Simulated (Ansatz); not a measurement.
Born–Oppenheimer molecular dynamics of AlClH₄O₂ (8 atoms, charge 0, multiplicity 1). It starts at the highest image of a converged band. Of that band: Neighbouring images differ by up to 1.4 eV, so the band resolves the path poorly. A vibrational analysis at the climbing image gives one clearly imaginary mode, 883i cm⁻¹: a first-order saddle point.

Method: RHF/cc-pVDZ (Ansatz 0.2.0).

```json
{
  "ensemble": "NVE (velocity Verlet)",
  "time step": "0.5 fs",
  "steps asked": "200",
  "starting velocities drawn for": "300 K",
  "seed": "4039"
}
```

First frame:

```xyz
8
Properties=species:S:1:pos:R:3
Al -0.155 0.345 -0.104
Cl 0.116 -0.005 2.485
H 1.221 -0.095 -0.701
O -1.693 -0.215 -0.605
H -1.891 -1.007 -1.076
O -0.299 1.955 0.691
H -1.046 2.524 0.564
H -0.141 1.269 1.902
```

Task: How far do the bonds stretch over the last three quarters of this one trajectory? (Pairs bonded in most of those frames.)

Result: 
```tsv
bond	mean (Å)	spread (Å)	shortest	longest
Al1–Cl2	2.236	0.186	1.95	2.56
Al1–H3	1.579	0.043	1.51	1.64
Al1–O4	1.724	0.017	1.70	1.76
Al1–O6	2.205	0.137	1.87	2.36
O4–H5	0.943	0.006	0.93	0.95
O6–H7	0.955	0.033	0.89	1.03
O6–H8	0.998	0.108	0.82	1.20
```

Pairs bonded in part of these frames only: Al1–O6 85 %.

Mean temperature of the second half: 1135 K. The conserved energy stayed within 2.2 meV per atom of its start (net change 1.2 meV per atom), so the integration is sound. The kinetic energy rose, since the run started high on the potential surface and went downhill. A run of 0.1 ps of so small a system gives no equilibrium averages. The orbitals stay closed-shell, which can raise the energy where a bond breaks towards radicals; this wasn't checked here.

The run took 4.9 min on 1 thread of Arm Neoverse V1, with other jobs on the host, peak memory 0.15 GiB.
